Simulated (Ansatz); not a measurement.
## Which isomer of CH7BO2Si gives these data?

These gas-phase data were calculated for one isomer of CH7BO2Si at PBE0-D3(BJ)/def2-SVP (harmonic, unscaled wavenumbers; equilibrium rotational constants with average atomic masses):

```
rotational constants            : 7.473, 2.325, 1.832 GHz
all wavenumbers above 1500 cm⁻¹ : 3885, 3180, 3134, 3054, 2269, 2240, 2239
```

Candidates:

(1) `C[SiH2]OBO`, a singlet
(2) `CB(O)O[SiH3]`, a singlet

**Question.** Which structure fits?

**Answer.** Candidate (2). No mode falls between 2350 and 2900 cm⁻¹, where the B–H stretch of (1) would stand.

The same quantities for all candidates:

```tsv
	rotational constants (GHz)	wavenumbers above 1500 cm⁻¹	E above the lowest, PBE0-D3(BJ)/def2-SVP (kcal/mol)
(1)	9.925, 1.93, 1.868	3872, 3174, 3169, 3062, 2650, 2254, 2182	3.3
(2)	7.473, 2.325, 1.832	3885, 3180, 3134, 3054, 2269, 2240, 2239	0.0
```

Harmonic stretches to hydrogen usually lie a few per cent above observed fundamentals. Each candidate is one conformer. Programs: Ansatz 0.2.0.
